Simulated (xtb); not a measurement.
CH$_{3}$Cl$_{2}$Si (SMILES C[Si](Cl)Cl), doublet, at a GFN2-xTB geometry; GFN1-xTB (xtb).

The xtb input:
```
$ xtb mol.xyz --gfn 1 --chrg 0 --uhf 1 --json

# file mol.xyz
7

C     -2.01893835    -0.48835810    -0.00921030
Si    -0.23081554    -0.09736185    -0.53333853
Cl     1.04857991    -1.42708373     0.33708838
Cl     0.27405550     1.77962342     0.08689332
H     -2.11035886    -0.42589345     1.07439724
H     -2.30897346    -1.48877870    -0.31358728
H     -2.72042203     0.21471190    -0.44649774
```

Task: Write the output that xtb gives for this input, abridged.

Result: 
```
   ID    Z sym.   atoms
    1    6 C      1
    2   14 Si     2
    3   17 Cl     3, 4
    4    1 H      5-7

           -------------------------------------------------
          |                Calculation Setup                |
           -------------------------------------------------

           -------------------------------------------------
          |                 G F N 1 - x T B                 |
           -------------------------------------------------

          ...................................................
          :                      SETUP                      :
          :.................................................:
          :  # basis functions                  40          :
          :  # atomic orbitals                  37          :
          :  # shells                           17          :
          :  # electrons                        25          :
          :  # halogen bonds                     0          :
          :  max. iterations                   250          :
          :  Hamiltonian                  GFN1-xTB          :
          :  restarted?                      false          :
          :  GBSA solvation                  false          :
          :  PC potential                    false          :
          :  electronic temp.          300.0000000     K    :
          :  accuracy                    1.0000000          :
          :  -> integral cutoff          0.2500000E+02      :
          :  -> integral neglect         0.1000000E-07      :
          :  -> SCF convergence          0.1000000E-05 Eh   :
          :  -> wf. convergence          0.2000000E-04 e    :
          :  Broyden damping             0.4000000          :
          :  net charge                          0          :
          :  unpaired electrons                  1          :
          ...................................................

 iter      E             dE          RMSdq      gap      omega  full diag
   1    -14.2226001 -0.142226E+02  0.726E+00    4.50       0.0  T
   2    -14.2351821 -0.125820E-01  0.428E+00    4.47       1.0  T
   3    -14.2342035  0.978540E-03  0.711E-01    4.52       1.0  T
   4    -14.2361459 -0.194241E-02  0.145E-01    4.50       1.0  T
   5    -14.2361832 -0.372502E-04  0.447E-02    4.51       1.0  T
   6    -14.2361862 -0.302444E-05  0.716E-03    4.51       5.3  T
   7    -14.2361862 -0.815551E-08  0.226E-03    4.51      16.7  T
[...]
         :: total energy             -14.152825910791 Eh    ::
[...]
        19                         -0.0634495              -1.7265
        20                         -0.0462261              -1.2579
        21                         -0.0433268              -1.1790
        22                         -0.0359351              -0.9778
        23                         -0.0357269              -0.9722
        24                         -0.0347348              -0.9452
       ...                                ...                  ...
        37                          0.9026698              24.5629
      -------------------------------------------------------------
                  HL-Gap            0.1655700 Eh            4.5054 eV
             Fermi-level           -0.3109733 Eh           -8.4620 eV

  Mulliken/CM5 charges         n(s)   n(p)   n(d)
     1C    -0.16730 -0.27864   1.011  3.156  0.000
     2Si    0.28147  0.14056   1.332  1.542  0.844
     3Cl   -0.12233 -0.07865   1.892  5.229  0.002
     4Cl   -0.12233 -0.07865   1.892  5.229  0.002
     5H     0.05043  0.10542   0.950  0.000  0.000
     6H     0.04003  0.09499   0.960  0.000  0.000
     7H     0.04003  0.09499   0.960  0.000  0.000

Wiberg/Mayer (AO) data.
largest (>0.10) Wiberg bond orders for each atom

 ---------------------------------------------------------------------------
     #   Z sym  total        # sym  WBO       # sym  WBO       # sym  WBO
 ---------------------------------------------------------------------------
     1   6 C    3.957 --     2 Si   1.036     7 H    0.952     6 H    0.952
                             5 H    0.938
     2  14 Si   3.944 --     3 Cl   1.380     4 Cl   1.380     1 C    1.036
     3  17 Cl   1.462 --     2 Si   1.380
     4  17 Cl   1.462 --     2 Si   1.380
     5   1 H    1.001 --     1 C    0.938
     6   1 H    1.011 --     1 C    0.952
     7   1 H    1.011 --     1 C    0.952
 ---------------------------------------------------------------------------

Topologies differ in total number of bonds
Writing topology from bond orders to xtbtopo.mol

 dipole moment from electron density (au)
     X       Y       Z
  -0.8172  -0.2180  -0.2642  total (Debye):    2.252

           -------------------------------------------------
          | TOTAL ENERGY              -14.152825910791 Eh   |
          | GRADIENT NORM               0.016957825921 Eh/α |
          | HOMO-LUMO GAP               4.505389904403 eV   |
           -------------------------------------------------

normal termination of xtb
```
